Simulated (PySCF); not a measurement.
Si(H)(Cl)3 cation (Cl3HSi), SMILES Cl[SiH](Cl)Cl (connectivity only; charge and spin as stated), charge +1, multiplicity 2. The structure is a stationary point at PBE0-D3(BJ)/def2-SVP. The spin state was assumed, not searched. The isomer is the one that the SMILES or the coordinates give; other isomers of the formula were not compared.

Level of theory: PySCF with PBE0-D3(BJ)/def2-SVP.

Harmonic wavenumbers (cm⁻¹): 132, 132, 170, 170, 219, 425, 684, 684, 1363. Rotational constants (GHz): 2.371, 2.371, 1.216; symmetry number 3.

Question: Work out the zero-point energy and the ideal-gas rigid-rotor harmonic-oscillator thermochemistry at 298.15 K and 1 atm.

Answer: ZPE = ½ Σ hcν = ½ × 3978 cm⁻¹ = 23.79 kJ/mol. H − E(el) = 43.25 kJ/mol. Entropy in J/(mol K): translation 169.96, rotation 109.04, vibration 59.53, spin 5.76, total 344.30. G − E(el) = -59.40 kJ/mol. Cp = 86.28 J/(mol K). Modes under 150 cm⁻¹ make the vibrational entropy uncertain.
